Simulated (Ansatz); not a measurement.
CH7BGaN, SMILES `B[NH][GaH][CH3]`, 11 atoms. The species carries charge 0 and has multiplicity 1. Correlated methods include outer-core shells of Ga, which these sets cover unevenly. Scalar relativity is left out up to krypton. All runs use 4 threads of an AMD EPYC 7B13 on a shared host. Correlated methods freeze the cores.

How many basis functions does each run have, and how long does it take in Ansatz? RKS PBE0-D4/def2-QZVPP energy; RKS PBE0-D4/def2-TZVP relaxation (8 steps); RKS PBE0-D4/def2-SVP energy; RKS ωB97M-V/def2-SVP energy; RKS ωB97M-V/def2-QZVPP energy; direct RPA on PBE orbitals/def2-TZVPP energy; RKS ωB97X-V/def2-TZVPP energy; RHF-MP2/def2-QZVPP energy; RHF-CCSD(T)/def2-TZVPP energy; RHF-CCSD(T)/def2-SVP energy; RKS ωB97M-V/def2-TZVPP energy and forces; RKS r2SCAN0-D4/def2-TZVPP energy. (An estimate is asked.)

The calculation gave: Other jobs shared the machine, so times are rough.

| level | job | functions | wall time | peak host memory (GiB) |
| --- | --- | --- | --- | --- |
| RKS PBE0-D4/def2-SVP | energy | 109 | 0.85 s | 0.43 |
| RKS ωB97M-V/def2-SVP | energy | 109 | 2.8 s | 0.43 |
| RKS r2SCAN0-D4/def2-TZVPP | energy | 239 | 3.1 s | 0.61 |
| direct RPA on PBE orbitals/def2-TZVPP | energy | 239 | 4.5 s | 0.62 |
| RHF-CCSD(T)/def2-SVP | energy | 109 | 4.6 s | 0.53 |
| RKS ωB97X-V/def2-TZVPP | energy | 239 | 5.5 s | 0.73 |
| RKS PBE0-D4/def2-QZVPP | energy | 470 | 7 s | 1.7 |
| RKS ωB97M-V/def2-TZVPP | energy and forces | 239 | 7.5 s | 0.86 |
| RKS ωB97M-V/def2-QZVPP | energy | 470 | 13 s | 2 |
| RHF-MP2/def2-QZVPP | energy | 470 | 16 s | 2.8 |
| RKS PBE0-D4/def2-TZVP | relaxation (8 steps) | 183 | 21 s | 0.48 |
| RHF-CCSD(T)/def2-TZVPP | energy | 239 | 88 s | 4.6 |
